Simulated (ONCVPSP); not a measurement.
## LDA (Perdew-Wang 92) ONCV dataset for aluminium (Al), scalar-relativistic all-electron reference.

* Element: aluminium
* Generator: ONCVPSP 4.0.1
* Type: optimised norm-conserving Vanderbilt (ONCV)
* Functional: LDA (Perdew-Wang 92)
* Relativity: scalar-relativistic
* Frozen core: [He]
* Valence charge: 11
* Reference configuration: 2s2 2p6 3s1.5 3p1.5
* Partial waves: 2s+3s: rc 1.00 bohr, ncon 5, nbas 8, qcut 9.5 1/bohr, 2 projectors; 2p+3p: rc 1.15 bohr, ncon 5, nbas 9, qcut 12.2 1/bohr, 2 projectors; d scattering state at 0.06 Ha: rc 0.95 bohr, ncon 5, nbas 9, qcut 11.3 1/bohr, local
* Local potential: the d channel
* Core correction: polynomial model core, fcfact 0.5

* Cutoffs needed: 64 Ha and 127 Ha (the cutoffs (Ha) at which the residual kinetic energy of the hardest occupied pseudo-wave falls to 1 and 0.1 mHa per electron)
* Ghost test: no bound ghost flagged; no localised positive-energy state flagged
* Largest excitation error: -3.0 meV (all-electron minus pseudo) for 2s2 2p6 3s0 3p0, out of 4 test configurations
* rms error of d²Exc/dni dnj: 1.70 mHa without and 1.15 mHa with the model core
